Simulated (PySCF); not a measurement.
H6MoO2, multiplicity 1. Atoms are numbered in the order given.

```xyz
9

Mo     0.0000     0.0000    -0.1241
O      1.7325     0.0000     0.6112
H      2.6269     0.0000     0.2450
O     -1.7325     0.0000     0.6112
H     -2.6269     0.0000     0.2450
H     -0.8592     0.0000    -1.5388
H      0.0000    -1.4150    -0.9898
H      0.0000     1.4150    -0.9898
H      0.8592     0.0000    -1.5388
```
Charge 0, spin multiplicity 1.

The structure is a stationary point at r2SCAN-D4/def2-SVP. A frequency run showed that this geometry is not a minimum. The spin state was assumed, not searched. The def2 effective core potentials stand for the cores of Mo; spin–orbit coupling is left out. One conformer was computed; it need not be the lowest.

Method: PBE/def2-TZVPD in PySCF.

Gas-phase values at a fixed geometry.

Computed frontier levels, gap, dipole moment and polarisability:
```json
{
  "highest_occupied_level": "-6.46 eV",
  "lowest_empty_level": "-3.41 eV",
  "orbital_gap": "3.05 eV",
  "dipole_moment": "0.77 D",
  "quadrupole, principal values (traceless, Buckingham form, about the centre of nuclear charge)": "-7.51, -4.02, 11.53 D·Å",
  "mean_static_polarisability": "60.9 bohr³ (9.03 Å³)",
  "polarisability_principal_values": "53.7, 54.1, 75.0 bohr³"
}
```
